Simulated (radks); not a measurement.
Values are calculated unless marked as measured or tabulated.
Neutral lithium, 3 electrons, occupied as [He] 2s1. Level of theory: Dirac Kohn-Sham, LDA (Slater exchange, Perdew-Wang correlation), spin-unpolarised, spherical densities, finite nucleus; Fermi nuclear charge, rms radius 2.444 fm (a radial shooting solver on a logarithmic mesh with Libxc functionals).

Radial electron density D(r) = 4 pi r^2 rho(r):

```
   r/bohr * D(r) (the largest magnitude, 2.77, reaches the edge; | marks zero)
  0.02853 | *
  0.03512 |  *
  0.04359 |    *
  0.05367 |      *
  0.06661 |         *
  0.08266 |             *
   0.1018 |                  *
   0.1263 |                        *
   0.1568 |                                *
    0.193 |                                       *
   0.2396 |                                               *
   0.2973 |                                                    *
   0.3661 |                                                      *
   0.4543 |                                                   *
   0.5594 |                                            *
   0.6942 |                                  *
   0.8616 |                      *
    1.061 |            *
    1.317 |      *
    1.634 |   *
    2.012 |   *
    2.497 |    *
    3.099 |    *
    3.815 |    *
    4.735 |  *
     5.83 | *
    7.236 |*
     8.98 *
    11.06 *
    13.72 *
```

D(r) has 2 maxima, at r = 0.363, 3.10 bohr, and minima at 1.83 bohr, inside which lie 2.05 electrons.
